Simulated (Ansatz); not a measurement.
```yaml
crystal:
  periodic: [false, false, false]
  atoms:
    - {symbol: N, position_ang: [0.480710, 1.520173, 1.227874]}
    - {symbol: C, position_ang: [0.838245, 0.468814, 0.654513]}
    - {symbol: Br, position_ang: [2.562463, -0.339548, 1.137664]}
    - {symbol: Si, position_ang: [-0.021993, -0.649150, -0.604659]}
    - {symbol: O, position_ang: [-1.510481, 0.081837, -0.931292]}
    - {symbol: H, position_ang: [-0.410020, 1.762353, 0.946379]}
    - {symbol: H, position_ang: [0.775677, -0.584957, -1.894841]}
    - {symbol: H, position_ang: [-0.169191, -2.070541, -0.005085]}
    - {symbol: H, position_ang: [-2.290890, -0.295761, -0.507652]}
basis:
  gaussian: {orbitals: 6-31G, nuclear_model: gaussian}
magnetization: {spin_polarized: true, initial_magnetization: 1}
hamiltonian: {xc: {name: B2PLYP}}
accuracy: high
scf: {lower_state_search: full}
output: {forces: true}
```

```sh
$ ansatz run in.yaml --threads 4 --pin off --events-out ev --progress --plain --max-ram 10444MiB
```

How does Ansatz answer? (Estimate.)

Computed: The input was rejected before any iteration.
```
Error: a molecule whose nuclei and cores have a total charge of 74 cannot have a net charge of 0 together with 1 unpaired electrons
```
